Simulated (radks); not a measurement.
Radial electron density D(r) = 4 pi r^2 rho(r) of an atom or ion with 3.5 electrons. Method: non-relativistic Kohn-Sham, TPSS, spin-polarised, spherical densities, point nucleus; meta-GGA in the generalised Kohn-Sham scheme; computed with a radial shooting solver on a logarithmic mesh with Libxc functionals.

| r (bohr) | D(r) (e/bohr) |
|---|---|
| 0.01116 | 0.09850 |
| 0.01363 | 0.1434 |
| 0.01679 | 0.2106 |
| 0.0205 | 0.3027 |
| 0.02525 | 0.4378 |
| 0.03083 | 0.6177 |
| 0.03796 | 0.8724 |
| 0.04637 | 1.197 |
| 0.05709 | 1.632 |
| 0.06973 | 2.149 |
| 0.08585 | 2.780 |
| 0.1057 | 3.470 |
| 0.1291 | 4.122 |
| 0.159 | 4.683 |
| 0.1942 | 4.987 |
| 0.239 | 4.941 |
| 0.292 | 4.495 |
| 0.3595 | 3.666 |
| 0.4391 | 2.691 |
| 0.5406 | 1.747 |
| 0.6603 | 1.114 |
| 0.8129 | 0.8107 |
| 0.9929 | 0.7854 |
| 1.222 | 0.8569 |
| 1.493 | 0.8552 |
| 1.838 | 0.7134 |
| 2.245 | 0.4772 |
| 2.765 | 0.2400 |
| 3.377 | 0.09355 |
| 4.157 | 0.02462 |
| 5.078 | 0.004465 |
| 6.252 | 0.0004454 |

What is the nuclear charge?

Answer. Z = 5. The innermost maximum, from 1s, lies near 1/Z = 0.2 bohr (found: 0.210), and its height grows with Z. The density is that of the boron ion B1.5+ in [He] 2p(up 0.5, down 0.5) 2s(up 0.25, down 0.25); the configuration itself is not fixed sharply by these data. D(r) has 2 maxima, at r = 0.210, 1.36 bohr, and minima at 0.917 bohr, inside which lie 2.17 electrons.
